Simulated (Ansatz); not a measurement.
`CN(C)[Si]Cl`, relaxed with RKS PBE0-D4/def2-TZVP in the Gaussian-basis code of Ansatz from a PBE-D4/def2-SVP geometry. The force threshold is 0.005 eV/Å; the program also tests the step.

The species carries charge 0 and has multiplicity 1.

Start:

```xyz
11

C    -1.379    0.114    0.408
N    -0.044   -0.345    0.039
C     0.864    0.731   -0.322
Si    0.214   -2.077    0.104
Cl    2.263   -2.205   -0.504
H    -1.864    0.664   -0.429
H    -2.024   -0.752    0.670
H    -1.345    0.797    1.287
H     1.849    0.318   -0.608
H     0.460    1.320   -1.176
H     1.005    1.435    0.530
```

Task: How much energy does the relaxation release, and in how many steps? (Estimate.)

Result: The calculation gave: 1.51 kcal/mol, in 5 steps.

Task: Which bonds change most? (An estimate is asked.)

Result: Computed: N2–Si4 from 1.752 to 1.710 Å; Si4–Cl5 from 2.141 to 2.109 Å; C3–H9 from 1.106 to 1.088 Å; C1–H6 from 1.113 to 1.096 Å.

Task: Give the relaxed structure. (Estimate.)

Result: Computed: 
```xyz
11

C    -1.360    0.111    0.404
N    -0.035   -0.352    0.037
C     0.854    0.730   -0.318
Si    0.207   -2.044    0.098
Cl    2.224   -2.207   -0.498
H    -1.830    0.651   -0.425
H    -1.998   -0.738    0.666
H    -1.315    0.784    1.268
H     1.834    0.345   -0.593
H     0.448    1.298   -1.163
H     0.971    1.423    0.524
```
